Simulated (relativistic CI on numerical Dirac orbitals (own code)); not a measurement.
Computed by Dirac-Coulomb-Breit CI, orbitals from a KLI potential per configuration, model QED, unscaled Slater integrals (own radial code, finite nucleus).

The strongest absorption lines from the ground level of an ion, among the configurations computed and to levels below about 349 eV (vacuum wavelength in nm, gf): 6.5774 (0.66), 6.6756 (0.52), 6.9251 (0.41), 6.9500 (0.36), 7.0487 (1.4), 7.0668 (0.25), 7.2721 (0.6), 7.6238 (0.66).

Which ion is it?
A. Mo XIX
B. Ru XXI
C. Zr XVII
D. Cd XXV

B. Ru XXI has 24 electrons and the ground level 3s²3p⁶3d⁶ ⁵D4; the strongest line goes to 3s²3p⁵3d⁷ ⁵P°3. The pattern of lines fixes the number of electrons, and along that sequence the line energies rise steadily with the charge (about as its square where n changes within one kind of shell, about linearly where n is kept but much faster in heavy ions where fine structure, which grows about as Z⁴, sets the gap, and irregularly where shells cross), which fixes Z. Configurations outside the model, such as inner-shell arrays, can give stronger lines. At this charge energies of transitions that change n are usually good to better than 1 %, and those within a shell (Δn = 0) to a few per cent. Terms inside the open d or f shell come out 10 to 20 % too wide with unscaled integrals.

LS names give the leading component of a level, which can be under half, so a name can repeat, a term be missing and a line seem to break the LS rules.
